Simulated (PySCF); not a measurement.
Computed Raman spectrum (relative Raman activity) of a molecule CH6ClGeN. Coordinates come from a ωB97X-D3(BJ)/def2-SVP optimisation. Other conformers were not sampled. These are PySCF with ωB97X-D3(BJ)/def2-SVP values and carry that method's errors. Frequencies are harmonic and unscaled.

ν (cm⁻¹): 412 (w), 637 (w), 726 (w), 755 (w), 830 (vw), 856 (vw), 914 (vw), 1441 (w), 1444 (w), 1566 (vw), 2217 (vs), 3081 (s), 3191 (s), 3198 (s), 3588 (s), 3681 (m) (against the strongest line: vs over 80 %, s over 45 %, m over 15 %, w over 4 %, vw less)

Pick the molecule that these values belong to.
A. [CH3][Ge@H]([NH2])[Cl]
B. N[CH2][GeH2][Cl]
C. C[NH][GeH2][Cl]

A, [CH3][Ge@H]([NH2])[Cl]
